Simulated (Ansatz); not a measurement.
Reaction (ligand exchange at the Si–Cl bond): `N[Si](F)(F)Cl` + H–F → `N[Si](F)(F)F` + HCl

Isolated molecules relaxed with PBE0-D4/def2-TZVP in Ansatz; ΔE leaves out vibrations. CCSD(T)/CBS is frozen-core, at the limit of the def2 triple- and quadruple-zeta sets. DFT in def2-TZVPP. B3LYP here is the variant with VWN-RPA as its local correlation; programs differ in this. HSE06 is defined as in plane-wave codes. Each species was taken in one conformer, which may not be the lowest.

```csv
level,ΔE (kJ/mol),difference from CCSD(T)/CBS
LDA (SPW92),-50.7,3.4
r2SCAN-D4,-55.1,-1.0
B3LYP-D4,-55.6,-1.5
HSE06-D4,-46.9,7.2
ωB97X-V,-55.0,-0.9
revPBE,-48.0,6.1
r2SCAN0,-56.1,-2.0
RPA@PBE/def2-TZVPP,-61.3,-7.2
HF/def2-TZVPP,-71.6,-17.5
MP2/def2-QZVPP,-51.1,3.0
SCS-MP2/def2-QZVPP,-56.9,-2.8
CCSD/def2-QZVPP,-60.2,-6.1
CCSD/cc-pV(D+d)Z,-54.8,-0.7
HF/cc-pV(T+d)Z,-72.6,-18.5
MP2/cc-pV(Q+d)Z,-54.1,0.0
CCSD(T)/cc-pV(Q+d)Z,-59.4,-5.3
CCSD(T)/CBS,-54.1,0
```

Largest T1 diagnostic among the species: 0.011.

The D4 term adds +6.2 kJ/mol with B3LYP and +3.3 kJ/mol with PBE0; it sums over pairs of atoms, weighted by their polarisabilities, and B3LYP, whose exchange is more repulsive, gets the larger term. From BLYP to BHLYP (50 % exact exchange), in def2-TZVPP and without D4, ΔE moves by −4.5 kJ/mol.
